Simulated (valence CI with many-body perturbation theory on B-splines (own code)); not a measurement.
Values are calculated unless marked as measured or tabulated.
## Assign the levels of Zr XXVIII

Method: valence CI with perturbative core correlation (CI+MBPT): three valence electrons over a frozen Dirac-Fock core [Ne], a basis of 11 s, 11 p, 10 d, 8 f, 5 g, 2 h functions for each j, with the one-electron correlation potential Σ1 (screened to all orders), the two-electron term Σ2, the three-electron term Σ3, Breit, model QED; selected single and double excitations, second order for the rest, scaled by the run's own slope (own B-spline code, finite nucleus).

No measured spectrum was set against this ion. As an estimate, large intervals hold to a few tenths of a per cent, small ones and those within an open d or f shell to about a per cent.

| No. | J | Parity | E (cm⁻¹) | g |
| --- | --- | --- | --- | --- |
| 1 | 1/2 | odd | 0 | 0.662 |
| 2 | 3/2 | odd | 161740 | 1.331 |
| 3 | 1/2 | even | 496160 | 2.541 |
| 4 | 3/2 | even | 593030 | 1.708 |
| 6 | 3/2 | even | 730430 | 0.858 |
| 9 | 3/2 | even | 968340 | 1.198 |
| 12 | 5/2 | even | 1051100 | 1.200 |
| 17 | 5/2 | odd | 1413300 | 1.071 |
| 18 | 7/2 | odd | 1458200 | 1.254 |

Energies count from the lowest level. Strongly mixed levels and levels close to another of their J and parity are left out, so the numbers can have gaps.

Question: Give configuration and LS term of each level.

Answer: 1: 3s2.3p 2P°; 2: 3s2.3p 2P°; 3: 3s.3p2 4P; 4: 3s.3p2 4P; 6: 3s.3p2 2D; 9: 3s.3p2 2P; 12: 3s2.3d 2D; 17: 3s.3p.3d 4F°; 18: 3s.3p.3d 4F°.
